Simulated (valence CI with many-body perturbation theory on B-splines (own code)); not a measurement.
## Br¹⁹⁺: fill in the table

Level of theory: relativistic CI+MBPT: six valence electrons over a frozen Dirac-Fock core [Ne], a basis of 9 s, 9 p, 8 d, 6 f, 3 g, 1 h functions for each j, with the one-electron correlation potential Σ1 (screened to all orders), the two-electron term Σ2, the three-electron term Σ3, Breit, model QED; selected single and double excitations, second order for the rest, scaled by the run's own slope (own B-spline code, finite nucleus).

No measured spectrum was set against this ion. As an estimate, levels of excited configurations hold to 0.05 to 0.15 % of their energy, terms of the ground configuration to about 0.5 %. Among the levels kept, up to 1500 cm⁻¹ of a level comes from second order outside the variational space, and about a tenth of that is noise between levels of different J, which matters for small intervals.

| Level | E (eV) |
| --- | --- |
| 3s2.3p4 3P_2 | 0.000 |
| 3s2.3p4 3P_0 | 5.454 |
| 3s2.3p4 3P_1 | ? |
| 3s2.3p4 1D_2 | ? |
| 3s2.3p4 1S_0 | 25.066 |
| 3s.3p5 3P°_2 | 64.332 |
| 3s.3p5 3P°_1 | 68.845 |
| 3s.3p5 3P°_0 | 73.346 |
| 3s.3p5 1P°_1 | 82.357 |
| 3s2.3p3.3d 5D°_2 | 82.723 |
| 3s2.3p3.3d 5D°_3 | ? |
| 3s2.3p3.3d 5D°_0 | 83.042 |
| 3s2.3p3.3d 5D°_1 | 83.433 |
| 3s2.3p3.3d 5D°_4 | ? |
| 3s2.3p3.3d 3D°_2 [a] | 86.648 |
| 3s2.3p3.3d 3D°_3 [a] | 90.422 |
| 3s2.3p3.3d 3D°_1 [a] | 90.984 |
| 3s2.3p3.3d 3F°_2 [a] | 91.402 |
| 3s2.3p3.3d 1S°_0 | ? |
| 3s2.3p3.3d 3F°_3 [a] | ? |

Names give the largest LS component (configuration and term), which can be under half, so a name can repeat, a term be missing and a line seem to break the LS rules; names also repeat where a configuration has a term twice. Letters in brackets count levels of one name in rising energy.

The levels stand in rising order. What does the calculation give for the missing energies?

3s2.3p4 3P_1 8.387; 3s2.3p4 1D_2 12.765; 3s2.3p3.3d 5D°_3 82.854; 3s2.3p3.3d 5D°_4 84.164; 3s2.3p3.3d 1S°_0 91.993; 3s2.3p3.3d 3F°_3 [a] 92.655.
